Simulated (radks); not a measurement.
Results of a calculation; reference values are marked as such.
Effect of the nuclear size on neutral erbium, [Xe] 4f12 6s2. Code: a radial shooting solver on a logarithmic mesh with Libxc functionals. Model: Dirac Kohn-Sham, relativistic LDA (MacDonald-Vosko exchange, VWN5 correlation), spin-unpolarised, spherical densities, finite nucleus; open shells are shared between the two j in proportion to 2j + 1; Fermi nuclear charge, rms radius 5.2516 fm. The rms radius is varied about that value; shifts are against it.

| rms radius (fm) | total energy shift (eV) | density at nucleus (e/bohr^3) | 1s1/2 shift (meV) | 2s1/2 shift (meV) | 5s1/2 shift (meV) | 5p1/2 shift (meV) | 6s1/2 shift (meV) | 4f7/2 shift (meV) | 6p1/2 (empty) shift (meV) |
|---|---|---|---|---|---|---|---|---|---|
| 4.4691 | -8.78 | 9.02e+05 | -3570 | -477 | -3.64 | 0.386 | -0.145 | 0.656 | 0.128 |
| 5.073 | -2.09 | 8.695e+05 | -852 | -114 | -0.867 | 0.092 | -0.035 | 0.156 | 0.030 |
| 5.2516 | 0 | 8.609e+05 | 0.000 | 0.000 | 0.000 | 0.000 | 0.000 | 0.000 | 0.000 |
| 5.6402 | 4.73 | 8.433e+05 | 1930 | 257 | 1.96 | -0.208 | 0.078 | -0.353 | -0.069 |
| 5.7925 | 6.65 | 8.368e+05 | 2710 | 362 | 2.76 | -0.292 | 0.110 | -0.497 | -0.097 |

Slopes of the eigenvalues against <r^2> in GHz/fm^2, as finite differences over the two radii next to the reference (eigenvalue slopes, not the field-shift constants of lines): 1s1/2 111000, 2s1/2 14800, 5s1/2 113, 5p1/2 -11.9, 6s1/2 4.49, 4f7/2 -20.3, 6p1/2 (empty) -3.94.
